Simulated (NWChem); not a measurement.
GeH4O; SMILES [OH][GeH3]

Give the equilibrium geometry at PBE0/def2-SVP (NWChem) as a Z-matrix, with the point group.

point group Cs; any orientation.
```
Ge
O 1 1.7831
H 2 0.9626 1 112.64
H 1 1.5330 2 104.37 3 180.00
H 1 1.5440 4 111.04 2 -118.99
H 1 1.5440 4 111.04 5 -122.01
```
